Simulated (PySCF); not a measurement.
[Ti(Cl)(OH)3], neutral singlet in the gas phase. 

Z-matrix (Å, degrees):
```
Ti
O 1 1.7888
H 2 0.9747 1 129.34
O 1 1.7892 2 109.70 3 12.39
H 4 0.9748 1 128.74 2 134.71
O 1 1.7895 2 109.53 3 132.35
H 6 0.9749 1 128.52 2 13.44
Cl 1 2.2357 2 109.40 3 -107.79
```
Charge 0, multiplicity 1.

All levels are single points at this geometry (BP86-D3(BJ)/def2-SVP); Pople sets use spherical d functions. Orbital energies aren't observables, and empty levels follow the basis.

B3LYP/6-311+G** (LANL2DZ on Ti) in PySCF gives HOMO (eV) = -8.49.

Problem. Estimate the HOMO (eV) from each of these levels: PBE-D3(BJ)/def2-TZVP in PySCF; TPSSh-D3(BJ)/def2-TZVP in PySCF; B3LYP/3-21G in PySCF; B3LYP/LANL2DZ in PySCF; HF/STO-3G in PySCF.

Solution. 
```tsv
level	HOMO (eV)
PBE-D3(BJ)/def2-TZVP in PySCF	-7.19
TPSSh-D3(BJ)/def2-TZVP in PySCF	-7.87
B3LYP/3-21G in PySCF	-7.99
B3LYP/LANL2DZ in PySCF	-8.40
HF/STO-3G in PySCF	-9.54
```
